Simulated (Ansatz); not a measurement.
isocyanic acid (SMILES N=C=O) moved off its minimum; all values from Ansatz (a program for electronic structure), cores frozen in correlated methods.
(charge 0, multiplicity 1)
```xyz
4

N     -0.99648     0.24973     0.12791
C      0.08476    -0.14151    -0.04952
O      1.24119    -0.01947    -0.41946
H     -1.68470    -0.30229     0.85021
```

```tsv
level	largest force (eV/Å)	on atom	rms difference from CCSD(T)/aug-cc-pVTZ (eV/Å)	dipole (D)
HF/def2-TZVPP	10.93	C2	1.377	3.42
PBE/def2-TZVPP	9.73	N1	0.202	2.79
r2SCAN/def2-TZVPP	9.82	C2	0.289	2.89
B3LYP/def2-TZVPP	9.75	C2	0.394	2.97
wB97M-V/def2-TZVPP	9.91	C2	0.444	3.03
MP2/aug-cc-pVTZ	10.28	N1	0.086	2.87
CCSD(T)/aug-cc-pVTZ	10.06	N1	0.000	2.91
```

The differences count from one level among others, with limits of its own. Forces at CCSD(T)/aug-cc-pVTZ (eV/Å):

```csv
atom,Fx,Fy,Fz
N1,-9.038,-1.217,4.235
C2,9.488,0.969,-2.798
O3,-2.649,-1.740,1.159
H4,2.200,1.987,-2.596
```
